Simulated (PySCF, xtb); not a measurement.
C₃H₁₃NSi₂, SMILES C[SiH2]N[C@H](C)[SiH3]. The values are those of a single conformer.

Harmonic wavenumbers (cm⁻¹) from GFN2-xTB (xtb) at its own minimum, in rising order: 40, 90, 120, 135, 158, 179, 224, 263, 319, 439, 495, 511, 543, 568, 594, 656, 704, 768, 768, 783, 790, 799, 818, 828, 868, 982, 1011, 1082, 1183, 1230, 1301, 1371, 1378, 1405, 1496, 1499, 1506, 1509, 2120, 2212, 2225, 2269, 2287, 2858, 2993, 3027, 3034, 3039, 3048, 3060, 3396.

**Question.** What does PBE-D3(BJ)/def2-SVP run with PySCF give at its own minimum? (Estimate from the structure and the level; the computed values follow.)

**Answer.** 40, 71, 118, 155, 178, 192, 233, 253, 297, 402, 456, 492, 548, 606, 647, 680, 689, 720, 795, 841, 870, 888, 905, 913, 925, 961, 967, 1062, 1144, 1170, 1216, 1275, 1333, 1356, 1383, 1387, 1412, 1419, 2092, 2149, 2156, 2164, 2179, 2913, 2952, 2977, 3036, 3053, 3074, 3085, 3451. Paired by order, the mean absolute difference is 47 cm⁻¹ and the zero-point energies are 92.9 and 91.9 kcal/mol.
